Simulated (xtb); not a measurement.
Harmonic IR lines of one isomer of C$_{3}$H$_{6}$Si, unscaled. Calculation: xtb 6.7.1 with GFN2-xTB.

```csv
wavenumber (cm⁻¹),relative intensity
537,21
791,100
2232,100
2248,19
2328,19
2999,4.7
```

Problem. Identify which structure gives these lines.
A. `C#C[SiH2]C`
B. `C1=C[SiH2]C1`
C. `C=CC=[SiH2]`
D. `CC#C[SiH3]`

Solution. D, `CC#C[SiH3]`
